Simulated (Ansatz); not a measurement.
Ansatz (a first-principles code) input (B3LYP-D3(BJ)/def2-TZVP):

Ansatz 0.2 input:
```yaml
crystal:
  periodic: [false, false, false]
  atoms:
    - {symbol: C, position_ang: [2.09427839, -0.81167443, 0.18972980]}
    - {symbol: C, position_ang: [0.69762972, -0.31885356, 0.13496299]}
    - {symbol: C, position_ang: [-0.39723427, -0.97045921, -0.64709859]}
    - {symbol: C, position_ang: [-1.65109837, -0.16320256, -0.27012257]}
    - {symbol: C, position_ang: [-1.11055696, 1.25261945, -0.01824312]}
    - {symbol: C, position_ang: [0.26206285, 1.02105008, 0.64304384]}
    - {symbol: H, position_ang: [2.69774997, -0.43896688, -0.65422232]}
    - {symbol: H, position_ang: [2.60370502, -0.48491504, 1.10075525]}
    - {symbol: H, position_ang: [2.14161462, -1.90307620, 0.14768673]}
    - {symbol: H, position_ang: [-0.20898076, -0.89744221, -1.73202206]}
    - {symbol: H, position_ang: [-0.49474547, -2.04049259, -0.43459252]}
    - {symbol: H, position_ang: [-2.42883269, -0.19232440, -1.03415706]}
    - {symbol: H, position_ang: [-2.07965922, -0.56512937, 0.65196627]}
    - {symbol: H, position_ang: [-0.97234290, 1.76556744, -0.97392480]}
    - {symbol: H, position_ang: [-1.78128466, 1.86452323, 0.58594556]}
    - {symbol: H, position_ang: [0.97969409, 1.81660290, 0.40859943]}
    - {symbol: H, position_ang: [0.17259389, 1.01877453, 1.74033120]}
basis:
  gaussian:
    orbitals: def2-TZVP
hamiltonian:
  xc: b3lyp
  dispersion: d3bj
magnetization: {spin_polarized: true, initial_magnetization: 1}
phonons: {temperatures: {t_min: 298.15, t_max: 298.15, t_step: 100}}
```

Output:

```
Functional definition: B3LYP
integrals: 0.20 GiB planned
1564 factors; their error is unknown
0.37 GiB of the device are held for the grids
1.53 GiB of device memory are held for the factors and their scratch space
mean field: 1.84 GiB planned
mean field evaluation 1: about -6387.0798 eV, gradient 5.7e1 eV
mean field evaluation 2: about -6370.4008 eV, gradient 8.0e1 eV
mean field evaluation 4: about -6402.8825 eV, gradient 4.4e0 eV
mean field evaluation 8: about -6402.9684 eV, gradient 7.9e-2 eV
mean field evaluation 16: about -6402.9249 eV, gradient 7.6e-4 eV
mean field -6402.92486084 eV, -235.3031485776 hartree, gradient 5.4e-5 eV, S^2 0.754462; 0 other end points of the search recorded, 0 dependent functions left out
the calculation of the forces begins
reference -6402.92518597 eV, -235.3031605257 hartree; 24, 23 occupied and 228, 229 virtual orbitals, 1564 factors
these checks for a lower state are left out or cut short: stability, starts, cluster_reference, orbital_swaps, neighbouring_geometries, increment
integrals: 0.20 GiB planned
1564 factors; their error is unknown
0.37 GiB of the device are held for the grids
1.53 GiB of device memory are held for the factors and their scratch space
mean field: 1.84 GiB planned
mean field -6402.92479772 eV, -235.3031462578 hartree, gradient 1.9e-6 eV, S^2 0.754463; 0 other end points of the search recorded, 0 dependent functions left out
the calculation of the forces begins
reference -6402.92512277 eV, -235.3031582034 hartree; 24, 23 occupied and 228, 229 virtual orbitals, 1564 factors
these checks for a lower state are left out or cut short: stability, starts, cluster_reference, orbital_swaps, neighbouring_geometries, increment
integrals: 0.20 GiB planned
1564 factors; their error is unknown
0.37 GiB of the device are held for the grids
1.53 GiB of device memory are held for the factors and their scratch space
mean field: 1.85 GiB planned
mean field evaluation 32: about -6402.9246 eV, gradient 1.0e-6 eV
mean field -6402.92463764 eV, -235.3031403749 hartree, gradient 1.9e-6 eV, S^2 0.754462; 0 other end points of the search recorded, 0 dependent functions left out
the calculation of the forces begins
reference -6402.92496283 eV, -235.3031523255 hartree; 24, 23 occupied and 228, 229 virtual orbitals, 1564 factors
these checks for a lower state are left out or cut short: stability, starts, cluster_reference, orbital_swaps, neighbouring_geometries, increment
integrals: 0.20 GiB planned
1564 factors; their error is unknown
0.37 GiB of the device are held for the grids
1.53 GiB of device memory are held for the factors and their scratch space
mean field: 1.84 GiB planned
mean field -6402.92466579 eV, -235.3031414096 hartree, gradient 1.9e-6 eV, S^2 0.754458; 0 other end points of the search recorded, 0 dependent functions left out
the calculation of the forces begins
reference -6402.92499097 eV, -235.3031533597 hartree; 24, 23 occupied and 228, 229 virtual orbitals, 1564 factors
these checks for a lower state are left out or cut short: stability, starts, cluster_reference, orbital_swaps, neighbouring_geometries, increment
integrals: 0.20 GiB planned
1564 factors; their error is unknown
0.37 GiB of the device are held for the grids
1.53 GiB of device memory are held for the factors and their scratch space
mean field: 1.84 GiB planned
mean field -6402.92472711 eV, -235.3031436630 hartree, gradient 1.9e-6 eV, S^2 0.754466; 0 other end points of the search recorded, 0 dependent functions left out
[...]
reference -6402.92512026 eV, -235.3031581110 hartree; 24, 23 occupied and 228, 229 virtual orbitals, 1564 factors
these checks for a lower state are left out or cut short: stability, starts, cluster_reference, orbital_swaps, neighbouring_geometries, increment
integrals: 0.20 GiB planned
1564 factors; their error is unknown
0.37 GiB of the device are held for the grids
1.53 GiB of device memory are held for the factors and their scratch space
mean field: 1.84 GiB planned
mean field -6402.92484470 eV, -235.3031479843 hartree, gradient 1.9e-6 eV, S^2 0.754463; 0 other end points of the search recorded, 0 dependent functions left out
the calculation of the forces begins
reference -6402.92516986 eV, -235.3031599337 hartree; 24, 23 occupied and 228, 229 virtual orbitals, 1564 factors
these checks for a lower state are left out or cut short: stability, starts, cluster_reference, orbital_swaps, neighbouring_geometries, increment
integrals: 0.20 GiB planned
1564 factors; their error is unknown
0.37 GiB of the device are held for the grids
1.53 GiB of device memory are held for the factors and their scratch space
mean field: 1.84 GiB planned
mean field evaluation 672: about -6402.9659 eV, gradient 6.1e-4 eV
mean field -6402.92476180 eV, -235.3031449378 hartree, gradient 1.9e-6 eV, S^2 0.754462; 0 other end points of the search recorded, 0 dependent functions left out
the calculation of the forces begins
reference -6402.92508689 eV, -235.3031568847 hartree; 24, 23 occupied and 228, 229 virtual orbitals, 1564 factors
these checks for a lower state are left out or cut short: stability, starts, cluster_reference, orbital_swaps, neighbouring_geometries, increment
integrals: 0.20 GiB planned
1564 factors; their error is unknown
0.37 GiB of the device are held for the grids
1.53 GiB of device memory are held for the factors and their scratch space
mean field: 1.84 GiB planned
mean field -6402.92485309 eV, -235.3031482928 hartree, gradient 1.9e-6 eV, S^2 0.754463; 0 other end points of the search recorded, 0 dependent functions left out
the calculation of the forces begins
reference -6402.92517823 eV, -235.3031602413 hartree; 24, 23 occupied and 228, 229 virtual orbitals, 1564 factors
these checks for a lower state are left out or cut short: stability, starts, cluster_reference, orbital_swaps, neighbouring_geometries, increment
integrals: 0.20 GiB planned
1564 factors; their error is unknown
0.37 GiB of the device are held for the grids
1.53 GiB of device memory are held for the factors and their scratch space
mean field: 1.84 GiB planned
mean field -6402.92483039 eV, -235.3031474585 hartree, gradient 1.9e-6 eV, S^2 0.754462; 0 other end points of the search recorded, 0 dependent functions left out
the calculation of the forces begins
reference -6402.92515551 eV, -235.3031594064 hartree; 24, 23 occupied and 228, 229 virtual orbitals, 1564 factors
these checks for a lower state are left out or cut short: stability, starts, cluster_reference, orbital_swaps, neighbouring_geometries, increment
integrals: 0.20 GiB planned
1564 factors; their error is unknown
0.37 GiB of the device are held for the grids
1.53 GiB of device memory are held for the factors and their scratch space
mean field: 1.85 GiB planned
mean field -6402.92485133 eV, -235.3031482282 hartree, gradient 1.9e-6 eV, S^2 0.754462; 0 other end points of the search recorded, 0 dependent functions left out
the calculation of the forces begins
reference -6402.92517647 eV, -235.3031601767 hartree; 24, 23 occupied and 228, 229 virtual orbitals, 1564 factors
these checks for a lower state are left out or cut short: stability, starts, cluster_reference, orbital_swaps, neighbouring_geometries, increment
integrals: 0.20 GiB planned
1564 factors; their error is unknown
0.37 GiB of the device are held for the grids
1.53 GiB of device memory are held for the factors and their scratch space
mean field: 1.84 GiB planned
mean field evaluation 704: about -6402.9248 eV, gradient 1.0e-6 eV
mean field -6402.92483978 eV, -235.3031478036 hartree, gradient 1.9e-6 eV, S^2 0.754463; 0 other end points of the search recorded, 0 dependent functions left out
the calculation of the forces begins
reference -6402.92516490 eV, -235.3031597515 hartree; 24, 23 occupied and 228, 229 virtual orbitals, 1564 factors
these checks for a lower state are left out or cut short: stability, starts, cluster_reference, orbital_swaps, neighbouring_geometries, increment
integrals: 0.20 GiB planned
1564 factors; their error is unknown
0.37 GiB of the device are held for the grids
1.53 GiB of device memory are held for the factors and their scratch space
mean field: 1.85 GiB planned
mean field -6402.92487269 eV, -235.3031490130 hartree, gradient 1.9e-6 eV, S^2 0.754463; 0 other end points of the search recorded, 0 dependent functions left out
the calculation of the forces begins
reference -6402.92519784 eV, -235.3031609621 hartree; 24, 23 occupied and 228, 229 virtual orbitals, 1564 factors
these checks for a lower state are left out or cut short: stability, starts, cluster_reference, orbital_swaps, neighbouring_geometries, increment
integrals: 0.20 GiB planned
1564 factors; their error is unknown
0.37 GiB of the device are held for the grids
1.53 GiB of device memory are held for the factors and their scratch space
mean field: 1.84 GiB planned
mean field -6402.92481937 eV, -235.3031470536 hartree, gradient 1.9e-6 eV, S^2 0.754461; 0 other end points of the search recorded, 0 dependent functions left out
the calculation of the forces begins
reference -6402.92514447 eV, -235.3031590008 hartree; 24, 23 occupied and 228, 229 virtual orbitals, 1564 factors
these checks for a lower state are left out or cut short: stability, starts, cluster_reference, orbital_swaps, neighbouring_geometries, increment
integrals: 0.20 GiB planned
1564 factors; their error is unknown
0.37 GiB of the device are held for the grids
1.53 GiB of device memory are held for the factors and their scratch space
mean field: 1.84 GiB planned
mean field -6402.92480805 eV, -235.3031466374 hartree, gradient 1.9e-6 eV, S^2 0.754466; 0 other end points of the search recorded, 0 dependent functions left out
the calculation of the forces begins
reference -6402.92513322 eV, -235.3031585873 hartree; 24, 23 occupied and 228, 229 virtual orbitals, 1564 factors
these checks for a lower state are left out or cut short: stability, starts, cluster_reference, orbital_swaps, neighbouring_geometries, increment
integrals: 0.20 GiB planned
1564 factors; their error is unknown
0.37 GiB of the device are held for the grids
1.53 GiB of device memory are held for the factors and their scratch space
mean field: 1.84 GiB planned
mean field -6402.92472842 eV, -235.3031437110 hartree, gradient 1.9e-6 eV, S^2 0.754459; 0 other end points of the search recorded, 0 dependent functions left out
the calculation of the forces begins
reference -6402.92505349 eV, -235.3031556574 hartree; 24, 23 occupied and 228, 229 virtual orbitals, 1564 factors
Total energy: -6403.56239325 eV, -235.3265774616 hartree
Atom 0 at     2.094278    -0.811674     0.189730 Å, force     0.000045    -0.000152    -0.000091 eV/Å
Atom 1 at     0.697630    -0.318854     0.134963 Å, force     0.000058     0.000075     0.000357 eV/Å
Atom 2 at    -0.397234    -0.970459    -0.647099 Å, force    -0.000006    -0.000048     0.000084 eV/Å
Atom 3 at    -1.651098    -0.163203    -0.270123 Å, force     0.000108     0.000152    -0.000151 eV/Å
Atom 4 at    -1.110557     1.252619    -0.018243 Å, force     0.000055    -0.000009    -0.000185 eV/Å
Atom 5 at     0.262063     1.021050     0.643044 Å, force    -0.000072    -0.000000     0.000042 eV/Å
Atom 6 at     2.697750    -0.438967    -0.654222 Å, force     0.000043     0.000050    -0.000013 eV/Å
Atom 7 at     2.603705    -0.484915     1.100755 Å, force    -0.000115     0.000012    -0.000006 eV/Å
Atom 8 at     2.141615    -1.903076     0.147687 Å, force     0.000084    -0.000053    -0.000043 eV/Å
Atom 9 at    -0.208981    -0.897442    -1.732022 Å, force    -0.000101    -0.000064    -0.000070 eV/Å
Atom 10 at    -0.494745    -2.040493    -0.434593 Å, force     0.000194    -0.000126     0.000046 eV/Å
Atom 11 at    -2.428833    -0.192324    -1.034157 Å, force    -0.000115     0.000235     0.000012 eV/Å
Atom 12 at    -2.079659    -0.565129     0.651966 Å, force     0.000089    -0.000106     0.000079 eV/Å
Atom 13 at    -0.972343     1.765567    -0.973925 Å, force    -0.000131     0.000049     0.000039 eV/Å
Atom 14 at    -1.781285     1.864523     0.585946 Å, force     0.000070     0.000092    -0.000010 eV/Å
Atom 15 at     0.979694     1.816603     0.408599 Å, force    -0.000129    -0.000004    -0.000075 eV/Å
Atom 16 at     0.172594     1.018775     1.740331 Å, force    -0.000078    -0.000102    -0.000016 eV/Å
Dipole moment:     0.003120     0.011835    -0.014055 e Å
Vibrations: 87.84 96.50 198.02 236.88 310.74 547.33 574.75 747.72 843.01 864.06 891.33 902.18 932.18 988.44 994.21 1010.83 1028.25 1115.79 1153.49 1224.63 1240.37 1252.55 1272.15 1294.12 1335.88 1345.88 1379.42 1406.53 1470.71 1472.98 1477.15 1483.97 1494.45 1509.41 2909.26 2928.74 2940.02 2993.85 3012.77 3027.49 3032.91 3037.90 3071.24 3080.88 3088.14 cm⁻¹, zero-point energy 4.172498 eV
```

It need not be the lowest isomer of its formula.
